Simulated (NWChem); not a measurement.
# C$_{4}$H$_{5}$Cl; SMILES C#CCCCl

```xyz
10

C      0.9035    -2.4229    -0.1317
C      0.0311    -1.6132     0.0875
C     -1.0248    -0.6404     0.3371
C     -0.8716     0.6657    -0.4287
Cl     0.5697     1.5833     0.0838
H      1.6819    -3.1389    -0.3208
H     -1.0799    -0.4230     1.4170
H     -1.9979    -1.0824     0.0575
H     -0.7743     0.4832    -1.5074
H     -1.7441     1.3102    -0.2556
```
Atoms are numbered in this order, from 1.

Results from NWChem. Medium grid unless said otherwise, to which SCAN and Minnesota functionals are sensitive. All runs use the structure optimised with PBE0/def2-SVP. Hybrids' shares of exact exchange are those that their runs print; pure functionals count as 0. The functionals differ in more than this share.

```
row                     share of exact exchange  orbital gap (eV)
----------------------  -----------------------  ----------------
PBE/def2-TZVP                              0.00              6.13
BLYP/def2-TZVP                             0.00              6.06
B3LYP/def2-TZVP                            0.20          withheld
M06-2X/def2-TZVP                           0.54             10.44
Hartree-Fock/def2-TZVP                     1.00             14.08
```

Question: Fit a straight line of the last column on the one before it, predict the withheld value, and compare with the run.

Answer: 
1. Means of the 4 shown rows: x = 0.385, y = 9.178. Slope Σ(x − x̄)(y − ȳ)/Σ(x − x̄)² = 5.584/0.6987 = 7.992; intercept 6.101.
2. The shown rows scatter about the line by 0.028 (root mean square); the largest residual is -0.04, at BLYP/def2-TZVP.
3. At x = 0.20 (B3LYP/def2-TZVP; inside the shown range) the line gives 7.70.
4. The run gives 7.83, +0.13 from the line, 4.6 times the scatter.
